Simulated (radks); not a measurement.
Results of a calculation; reference values are marked as such.
Numerical settings for the titanium ion Ti+, [Ar] 3d2 4s1. Code: a radial shooting solver on a logarithmic mesh with Libxc functionals. Model: non-relativistic Kohn-Sham, LDA (Slater exchange, Perdew-Wang correlation), spin-polarised, spherical densities, point nucleus; open shells are filled with parallel spins first. The defaults (mesh step 0.008 in ln r, mesh end at 40 bohr or more with all orbitals vanishing there, Anderson mixing 0.5 over 9 steps, residual threshold near 1e-9 with the energy settled to 1e-9 hartree or 1e-11 of itself, here a cap of 76 iterations) give E = -847.0424 hartree and 4s at -11.038 eV in 14 iterations. Run on one thread of a shared host, so times are rough (Arm Neoverse V2): 0.11 s of CPU time, 0.11 s wall, 14 iterations on 2546 mesh points. Changes against that run (0 stands for a change within the tolerance of the run):

[
 {"setting": "mesh step in ln r 0.2", "iterations": "4", "converged": "no", "E (mhartree)": "diverged", "e(4s) (meV)": "-", "CPU (s)": "0.01"},
 {"setting": "mesh step in ln r 0.003", "iterations": "14", "converged": "yes", "E (mhartree)": "0", "e(4s) (meV)": "0", "CPU (s)": "0.29"},
 {"setting": "mesh step in ln r 0.08", "iterations": "5", "converged": "no", "E (mhartree)": "diverged", "e(4s) (meV)": "-", "CPU (s)": "0.02"},
 {"setting": "mesh end (bohr) 2", "iterations": "13", "converged": "level above zero", "E (mhartree)": "+6.65e+03", "e(4s) (meV)": "+1.16e+05", "CPU (s)": "0.08"},
 {"setting": "mesh end (bohr) 12", "iterations": "14", "converged": "yes", "E (mhartree)": "+0.00213", "e(4s) (meV)": "+0.203", "CPU (s)": "0.11"},
 {"setting": "residual threshold 0.001", "iterations": "9", "converged": "yes", "E (mhartree)": "0", "e(4s) (meV)": "-0.713", "CPU (s)": "0.09"},
 {"setting": "residual threshold 1e-05", "iterations": "10", "converged": "yes", "E (mhartree)": "0", "e(4s) (meV)": "+0.0263", "CPU (s)": "0.09"},
 {"setting": "mixing 0.05", "iterations": "19", "converged": "yes", "E (mhartree)": "0", "e(4s) (meV)": "0", "CPU (s)": "0.15"},
 {"setting": "linear mixing, mixing 0.8", "iterations": "50", "converged": "yes", "E (mhartree)": "0", "e(4s) (meV)": "0", "CPU (s)": "0.31"},
 {"setting": "linear mixing, mixing 1", "iterations": "76", "converged": "no", "E (mhartree)": "+1.87e+03", "e(4s) (meV)": "+3.01e+03", "CPU (s)": "0.84"},
 {"setting": "mixing history 3", "iterations": "16", "converged": "yes", "E (mhartree)": "0", "e(4s) (meV)": "0", "CPU (s)": "0.12"},
 {"setting": "iteration cap 3", "iterations": "3", "converged": "no", "E (mhartree)": "+2.03", "e(4s) (meV)": "-628", "CPU (s)": "0.04"}
]

Settled on a wrong energy, with an occupied level pushed above zero by the early mesh end: mesh end (bohr) 2 (+6.65 hartree). Apart from these: no run marked as converged misses the energy by more than 1 mhartree. A mesh that ends early acts as a hard wall.
